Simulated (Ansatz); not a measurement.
Stepwise reaction of `[CH3][Hf]([CH3])([F])[F]` with hydrogen chloride, as a gas-phase model of exchange steps in deposition or etching. ΔE in kJ/mol; ΔG adds harmonic PBE0-D4 terms to CCSD(T)/CBS, at 1 bar.

Computed with Ansatz on PBE0-D4/def2-TZVP structures; ΔE is electronic, products minus reactants. CCSD(T)/CBS adds triple-zeta CCSD(T) − MP2 to the extrapolated MP2 energy (def2 sets, frozen cores). This one scheme is used for every species. Functionals use def2-TZVPP. B3LYP here is the variant with VWN-RPA as its local correlation; programs differ in this. Elements past krypton have def2 core potentials. For Hf outer-core shells are correlated without core-valence functions, which leaves a few kJ/mol of doubt a bond.

```csv
step,reaction,PBE-D4,B3LYP-D4,ωB97M-V,CCSD(T)/CBS,ΔG(500 K)
1,`[CH3][Hf]([CH3])([F])[F]` + HCl → `[CH3][Hf]([F])([F])[Cl]` + CH₄,-209.7,-216.4,-213.8,-212.7,-187.1
2,`[CH3][Hf]([F])([F])[Cl]` + HCl → `[F][Hf]([F])([Cl])[Cl]` + CH₄,-196.4,-202.5,-199.7,-198.0,-175.5
```

Problem. By hand: ΔE of the 2 steps together at CCSD(T)/CBS.

Solution. (-212.7) + (-198.0) = -410.7 kJ/mol, or -205.3 kJ/mol a step.

In ΔE each step is higher than the one before. All are downhill at CCSD(T)/CBS. ΔG lies between -187.1 and -175.5 kJ/mol a step. PBE-D4 differs from CCSD(T)/CBS by 1.6 to 3.0 kJ/mol a step. Isolated molecules leave out the surface, adducts and barriers. Largest T1 diagnostic: 0.015.
